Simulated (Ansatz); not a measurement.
One change: `N=[C](O)[GeH2][OH]` becomes `CNC(=N)O`.

Ansatz, PBE0-D4/def2-TZVP geometries, multiplicity 1. Each molecule was computed in one conformer, which needn't be the lowest.

Scalar relativity is left out up to krypton.

```json
{"property": "size of the dipole moment (ωB97M-V/def2-TZVPP) / D", "`N=[C](O)[GeH2][OH]`": "1.14"}
{"property": "HOMO energy (PBE/def2-TZVPP) / eV", "`N=[C](O)[GeH2][OH]`": "-6.32"}
{"property": "HOMO energy (ωB97M-V/def2-TZVPP) / eV", "`N=[C](O)[GeH2][OH]`": "-10.06"}
{"property": "LUMO energy (ωB97M-V/def2-TZVPP) / eV", "`N=[C](O)[GeH2][OH]`": "1.29"}
{"property": "HOMO energy (PBE0/def2-TZVPP) / eV", "`N=[C](O)[GeH2][OH]`": "-7.75"}
{"property": "size of the dipole moment (B3LYP/def2-TZVPP) / D", "`N=[C](O)[GeH2][OH]`": "1.13"}
```

Task: What does the change do to each property? (Estimate.)

Result: Computed: 
| property | `CNC(=N)O` | shift |
| --- | --- | --- |
| size of the dipole moment (ωB97M-V/def2-TZVPP) / D | 1.72 | 0.58 |
| HOMO energy (PBE/def2-TZVPP) / eV | -5.38 | 0.94 |
| HOMO energy (ωB97M-V/def2-TZVPP) / eV | -8.98 | 1.08 |
| LUMO energy (ωB97M-V/def2-TZVPP) / eV | 2.15 | 0.86 |
| HOMO energy (PBE0/def2-TZVPP) / eV | -6.69 | 1.06 |
| size of the dipole moment (B3LYP/def2-TZVPP) / D | 1.68 | 0.55 |

With PBE0 the HOMO rises by 1.06 eV and the LUMO rises by 1.41 eV, so the gap widens by about 0.35 eV. PBE moves the HOMO by 0.94 eV and ωB97M-V by 1.08 eV. Dipoles are sizes alone; their direction can turn.

B3LYP here is the variant with VWN-RPA as its local correlation; programs differ in this.
